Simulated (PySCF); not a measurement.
Job for PySCF: R-HF/STO-3G on FHMg (SMILES [F][MgH]), a point of a bond scan (R = 2.113 Å).

```python
from pyscf import gto, scf, dft, mp
from pyscf.data.elements import chemcore

mol = gto.M(
    atom='''
    Mg   -0.00000000   -0.00000000   -0.64398300
    H    -0.00000000   -0.00000000   -2.32551962
    F     0.00000000    0.00000000    1.46923868
    ''',
    basis='sto-3g',
    charge=0, spin=0, verbose=3, max_memory=1800)
mf = scf.RHF(mol)
mf.conv_tol = 1e-8
mf.max_cycle = 100
mf.kernel()
if not mf.converged:
    mf = mf.newton().run(mf.mo_coeff, mf.mo_occ)
```

It printed:

```
converged SCF energy = -295.643309748483
```

Self-consistency was reached.

Cost: around 0.10 core-seconds (rough).
